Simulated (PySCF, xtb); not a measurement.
MgFCl, SMILES [F][Mg][Cl].

xtb with GFN2-xTB at its own geometry gives an orbital gap of 2.59 eV and a dipole moment of 2.53 D.

The structure is a stationary point at B3LYP-D3(BJ)/def2-TZVP.

Q: What does PBE0/def2-TZVPD (PySCF) give? (An estimate is asked for; the answer gives what the named calculation found.)

A: gap 7.25 eV (levels -9.05 and -1.80 eV), dipole 0.06 D.
